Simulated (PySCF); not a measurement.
C6H9FNO (doublet state).
Cartesian coordinates in Å at the GFN2-xTB level; atoms count from 1:
```
atom  x, y, z in Å
C1     2.769    0.500   -1.402
O2     1.712    0.070   -0.740
C3     1.795   -0.881    0.183
C4     0.732   -1.352    0.891
C5    -0.654   -0.954    0.804
N6    -1.585   -1.457    1.518
C7    -1.036    0.114   -0.183
C8    -2.527    0.409   -0.138
F9    -2.835    1.391   -1.053
H10    3.748    0.094   -1.216
H11    2.586    1.276   -2.116
H12    2.787   -1.289    0.365
H13    0.952   -2.127    1.613
H14   -1.271   -2.175    2.169
H15   -0.477    1.028    0.034
H16   -0.760   -0.206   -1.191
H17   -3.114   -0.475   -0.397
H18   -2.831    0.775    0.845
```

The hyperfine couplings belong to this conformer and change with its torsions.

The species is `[H]/N=C(\C=C/O[CH2])CCF` [radical].

Computed, not measured: PySCF, UKS B3LYP, pcH-1 on C F H N O, non-relativistic, mean-field spin-orbit, GIAO. The structure is a single GFN2-xTB conformer in the gas phase; no vibrational or solvent corrections. A GFN2-xTB geometry isn't a minimum of the functional, and hyperfine couplings can be far from their values at a DFT geometry. Stability of the SCF solution: not tested.

Largest spin populations (Mulliken): C1 (+0.93), C4 (+0.14), C3 (-0.08) and N6 (+0.07). The positive populations add up to 1.21 and the negative ones to -0.21, together 2S = 1. The angles at C1 add up to 360.0°, so it is planar; its axial dipolar tensor and the negative couplings of its protons fit spin in a p orbital normal to that plane.

Question: Test a(H) = Q·ρ(C) for the protons on planar carbons with a spin population beyond ±0.08.

Answer: 
```json
{"H": "H10", "C": "C1", "ρ(C)": "+0.928", "a(H) (G)": "-22.06", "a/ρ (G)": "-23.8"}
{"H": "H11", "C": "C1", "ρ(C)": "+0.928", "a(H) (G)": "-22.59", "a/ρ (G)": "-24.3"}
{"H": "H13", "C": "C4", "ρ(C)": "+0.141", "a(H) (G)": "-3.24", "a/ρ (G)": "-23.0"}
```

A least-squares line through the origin gives Q = -24.0 G with Mulliken populations. In McConnell's picture π spin on carbon polarises the C–H bond and leaves opposite spin at the proton, which makes Q negative, as found here.

Couplings in gauss use g_iso = 2.0030.
